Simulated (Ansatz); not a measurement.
Z-matrix (Å, degrees):
```
C
N 1 1.446
H 1 1.097 2 112.0
H 1 1.090 2 110.0 3 119.5
H 1 1.097 2 112.0 3 -121.0
Ga 2 1.811 1 129.4 3 -119.5
H 2 1.008 1 112.9 3 60.4
C 6 1.990 2 120.0 1 -0.1
H 6 1.565 2 116.9 1 -180.0
F 8 1.395 6 113.1 2 0.2
H 8 1.096 6 110.7 2 121.1
H 8 1.096 6 110.7 2 -120.7
```

Total charge 0; spin multiplicity 1.

(1) List the ωB97M-V/def2-TZVPP orbital energies in eV (the Gaussian-basis code of Ansatz). (Estimate.)

Answers

(1) Ansatz gave: Occupied: -10153.08, -1256.61, -1110.80, -1110.69, -1110.68, -676.97, -394.14, -283.04, -281.74, -153.99, -106.50, -106.23, -106.22, -35.78, -27.05, -25.57, -25.47, -25.46, -25.41, -25.18, -21.65, -20.81, -16.35, -16.03, -15.92, -15.10, -14.27, -14.18, -13.07, -12.16, -11.27, -10.00, -9.04. Lowest empty: 1.11, 2.20, 2.42, 3.43, 3.61, 4.16, 4.61, 5.03.
